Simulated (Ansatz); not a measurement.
Consider the silylene formation by 1,1-elimination: `CS[SiH](Cl)Cl` → Cl₂ + `CS[SiH]`.

Calculated with Ansatz (gas phase, PBE0-D4/def2-TZVP geometries, no zero-point term in ΔE). CCSD(T)/CBS adds triple-zeta CCSD(T) − MP2 to the extrapolated MP2 energy (def2 sets, frozen cores). This one scheme is used for every species. Functionals use def2-TZVPP. HSE06 is defined as in plane-wave codes. Each species was taken in one conformer, which may not be the lowest.

```json
{"level": "LDA (SPW92)", "ΔE (kcal/mol)": "125.5", "difference from CCSD(T)/CBS": "-1.1"}
{"level": "HSE06-D4", "ΔE (kcal/mol)": "126.7", "difference from CCSD(T)/CBS": "0.1"}
{"level": "BHLYP-D4", "ΔE (kcal/mol)": "129.9", "difference from CCSD(T)/CBS": "3.3"}
{"level": "CAM-B3LYP-D4", "ΔE (kcal/mol)": "126.1", "difference from CCSD(T)/CBS": "-0.5"}
{"level": "PBE-QIDH", "ΔE (kcal/mol)": "132.4", "difference from CCSD(T)/CBS": "5.8"}
{"level": "BLYP", "ΔE (kcal/mol)": "109.7", "difference from CCSD(T)/CBS": "-16.9"}
{"level": "r2SCAN", "ΔE (kcal/mol)": "128.8", "difference from CCSD(T)/CBS": "2.2"}
{"level": "r2SCANh", "ΔE (kcal/mol)": "130.0", "difference from CCSD(T)/CBS": "3.4"}
{"level": "MP2/def2-TZVPP", "ΔE (kcal/mol)": "134.0", "difference from CCSD(T)/CBS": "7.4"}
{"level": "HF/def2-QZVPP", "ΔE (kcal/mol)": "127.5", "difference from CCSD(T)/CBS": "0.9"}
{"level": "CCSD(T)/CBS", "ΔE (kcal/mol)": "126.6", "difference from CCSD(T)/CBS": "0"}
```

What do rigid-rotor, harmonic-oscillator terms from PBE0-D4/def2-TZVP frequencies (298.15 K, 1 bar) make of the CCSD(T)/CBS value? (An estimate is asked.)

The calculation gave: ΔZPE = -2.6 kcal/mol, ΔH = +124.5 kcal/mol, ΔS = 146 J/(mol·K), ΔG = +114.1 kcal/mol.

Largest T1 diagnostic among the species: 0.016.

From BLYP to BHLYP (50 % exact exchange), in def2-TZVPP and without D4, ΔE moves by +15.9 kcal/mol. The D4 term adds +4.9 kcal/mol with B3LYP and +2.7 kcal/mol with PBE0; it sums over pairs of atoms, weighted by their polarisabilities, and B3LYP, whose exchange is more repulsive, gets the larger term.

B3LYP here is the variant with VWN-RPA as its local correlation; programs differ in this.
